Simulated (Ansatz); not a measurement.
Born–Oppenheimer molecular dynamics of BrClF₂H₃NTi (9 atoms, charge 0, multiplicity 1). It starts at the highest image of a converged band, a first-order saddle point between two minima.

Theory: RHF/def2-SVP (Ansatz 0.2.0).

```
ensemble                      : NVE (velocity Verlet)
time step                     : 0.5 fs
steps asked                   : 200
starting velocities drawn for : 300 K
seed                          : 3639
```

First frame:

```xyz
9
Properties=species:S:1:pos:R:3
Ti 0.144 -0.110 0.108
N 0.125 0.218 2.038
H -0.778 0.247 2.492
H 0.749 -0.342 2.603
Cl 2.182 -0.333 -0.628
F -0.909 0.956 -0.707
F -0.589 -1.649 -0.045
Br 1.213 2.924 1.504
H 0.606 1.456 1.997
```

(1) How far do the bonds stretch over the last three quarters of this one trajectory? (Pairs bonded in most of those frames.)

## Answers

(1) 
```
   bond  mean (Å)  spread (Å)  shortest  longest
 Ti1–N2     1.841       0.041      1.77     1.91
Ti1–Cl5     2.236       0.046      2.17     2.30
 Ti1–F6     1.735       0.004      1.73     1.74
 Ti1–F7     1.725       0.007      1.72     1.74
  N2–H3     1.007       0.002      1.00     1.01
  N2–H4     1.008       0.003      1.00     1.01
 Br8–H9     1.423       0.081      1.30     1.54
```

Mean temperature of the second half: 837 K. The conserved energy stayed within 0.25 meV per atom of its start (net change -0.17 meV per atom), so the integration is sound. The kinetic energy rose, since the run started high on the potential surface and went downhill. It ends in pieces (BrH + ClF2H2NTi), so much of that is their flight and rotation, not heat. A run of 0.1 ps of so small a system gives no equilibrium averages. The orbitals stay closed-shell, which can raise the energy where a bond breaks towards radicals; this wasn't checked here.

The run took 7.6 min on 4 threads of Arm Neoverse V1, on a shared host, peak memory 0.41 GiB.
